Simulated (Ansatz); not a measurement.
```xyz
2

As    0.0000    0.0000    0.0000
As    0.0000    0.0000    2.1030
```

Basis set: cc-pVDZ (spherical functions). Frozen core: 18 orbitals. Charge 0, multiplicity 1.

Computed with Ansatz (development build ahead of 0.2.0); the reference of a correlated method needn't be the lowest determinant of its kind. Restricted open shells among the atoms or ions are ROHF, correlated in semicanonical orbitals with singles.

Give the atomization energy at this shape (free ground-state atoms in the same class of orbitals less the molecule, no zero-point energy) of singlet As₂ by RHF-CCSD(T), RHF-CCSD.

```csv
method,atomization energy
RHF-CCSD(T),2.15 eV
RHF-CCSD,1.87 eV
```

Caution: no unrestricted run beside it, a lower state can exist.
